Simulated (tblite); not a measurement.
All values are computed: GFN2-xTB (tblite) harmonic vibrations without scaling, gas phase. The method is semi-empirical: single wavenumbers can be off by several per cent or more. Modes of hydrogen on silicon can be 10 to 20 % off. One conformer each. Open shells enter through the occupations alone, without spin polarisation, and single modes of such species can be off by tens of per cent. Thermal functions are those of the rigid rotor and harmonic oscillator, without mixing of conformers.

Problem. Order these by their heat capacity Cp at 298.15 K, highest first (cal/(mol K)).
A. `CC1=C2C=CC=C(F)N2N=N1`
B. `CC[C@@H]1CCCNC1`
C. `C([C@@H]1[SiH2][Si@@H](C1)CF)[SiH3]`
D. `C#C[C@H]([CH2])CCl` [radical]
E. `C=C=CC=S`
F. `C=NC[C@@H](C)CCC`
G. `c1ccc(N(c2ccccc2)c2cccnc2)cc1`

Solution. G (63.3), C (48.9), F (38.7), A (35.6), B (34.4), D (28.7), E (21.1).

| SMILES | atoms | mass (u) | symmetry number | modes under 300 cm⁻¹ | ZPE (kcal/mol) | S translation (cal/(mol K)) | S rotation | S vibration | S spin | S | Cp |
| --- | --- | --- | --- | --- | --- | --- | --- | --- | --- | --- | --- |
| c1ccc(N(c2ccccc2)c2cccnc2)cc1 | 33 | 246.12 | 1 | 10 | 162.0 | 42.4 | 33.4 | 49.6 | 0.0 | 125.4 | 63.3 |
| FC[Si@@H]1C[C@H](C[SiH3])[SiH2]1 | 21 | 164.03 | 1 | 9 | 93.7 | 41.2 | 30.8 | 41.0 | 0.0 | 113.0 | 48.9 |
| C=NC[C@@H](C)CCC | 23 | 113.12 | 1 | 8 | 129.9 | 40.1 | 29.2 | 30.8 | 0.0 | 100.2 | 38.7 |
| Cc1nnn2c(F)cccc12 | 17 | 151.05 | 1 | 6 | 76.3 | 41.0 | 29.7 | 22.2 | 0.0 | 92.9 | 35.6 |
| CC[C@@H]1CCCNC1 | 23 | 113.12 | 1 | 5 | 133.3 | 40.1 | 28.3 | 19.9 | 0.0 | 88.3 | 34.4 |
| C#C[C@H]([CH2])CCl | 12 | 101.02 | 1 | 5 | 54.3 | 39.8 | 27.5 | 19.5 | 1.4 | 88.2 | 28.7 |
| C=C=CC=S | 9 | 84.00 | 1 | 2 | 38.3 | 39.2 | 25.7 | 11.2 | 0.0 | 76.1 | 21.1 |

Entropies and Cp are for 298.15 K and 1 bar.
